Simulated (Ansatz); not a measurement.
Program: Ansatz. Geometries: PBE0-D4/def2-TZVP. ΔE: electronic, gas phase. CCSD(T)/CBS adds triple-zeta CCSD(T) − MP2 to the extrapolated MP2 energy (def2 sets, frozen cores). This one scheme is used for every species. Functionals use def2-TZVPP. For Ge outer-core shells are correlated without core-valence functions, which leaves a few kJ/mol of doubt a bond. Scalar relativity is left out up to krypton. One conformer a species, not always the lowest.

Reaction (substitution at a C–Ge bond): `[GeH3][c]1ccccc1` + CH₃SH → `CSc1ccccc1` + GeH₄

`[GeH3][c]1ccccc1`:

Cartesian coordinates in Å:
```
Ge -0.384 1.853 -1.659
C -0.089 0.428 -0.368
C -1.141 -0.390 0.040
C -0.929 -1.420 0.945
C 0.341 -1.644 1.456
C 1.396 -0.835 1.061
C 1.180 0.194 0.156
H 0.611 2.998 -1.400
H -1.825 2.375 -1.531
H -0.175 1.342 -3.096
H -2.141 -0.223 -0.346
H -1.757 -2.047 1.254
H 0.508 -2.448 2.164
H 2.390 -1.004 1.461
H 2.015 0.822 -0.139
```

CH₃SH:

```xyz
6

C     0.070    0.097    0.477
S    -0.397    0.488   -1.224
H    -0.564   -0.684    0.896
H    -0.080    1.011    1.050
H     1.119   -0.189    0.548
H    -0.149   -0.723   -1.746
```

`CSc1ccccc1`:

Z-matrix (Å, degrees):
```
C
S 1 1.790
H 1 1.091 2 111.7
H 1 1.090 2 105.6 3 118.1
H 1 1.091 2 111.6 3 -123.9
C 2 1.753 1 103.4 3 61.9
C 6 1.392 2 124.5 1 -0.0
C 6 1.397 2 116.5 1 -180.0
C 7 1.388 6 120.1 2 -180.0
H 7 1.082 6 120.7 2 0.0
C 8 1.382 6 120.4 2 180.0
H 8 1.085 6 119.5 2 -0.0
C 9 1.384 7 120.8 6 -0.0
H 9 1.084 7 119.1 6 -180.0
H 11 1.084 8 119.4 6 180.0
H 13 1.083 9 120.4 7 180.0
```

GeH₄:

```xyz
5

Ge    0.000    0.000    0.000
H    -0.029    0.531   -1.439
H     1.308    0.429    0.677
H    -0.088   -1.531   -0.019
H    -1.191    0.571    0.781
```

| species | ωB97X-V energy (Eh) |
| --- | --- |
| `[GeH3][c]1ccccc1` | -2310.27050 |
| CH₃SH | -438.65543 |
| `CSc1ccccc1` | -669.72372 |
| GeH₄ | -2079.19736 |

Question: Work out ΔE.

Answer: ΔE = (-669.72372) + (-2079.19736) − (-2310.27050) − (-438.65543) = 0.00485 Eh = +12.7 kJ/mol. CCSD(T)/CBS gives +17.4 kJ/mol.

Largest T1 diagnostic among the species: 0.012.

The D4 term adds −4.0 kJ/mol with B3LYP and −2.3 kJ/mol with PBE0; it sums over pairs of atoms, weighted by their polarisabilities, and B3LYP, whose exchange is more repulsive, gets the larger term. In def2-TZVPP, CCSD(T) changes the Hartree–Fock value by −6.9 kJ/mol (the triples alone add −3.4 kJ/mol) and MP2 by −10.3 kJ/mol.

B3LYP here is the variant with VWN-RPA as its local correlation; programs differ in this.
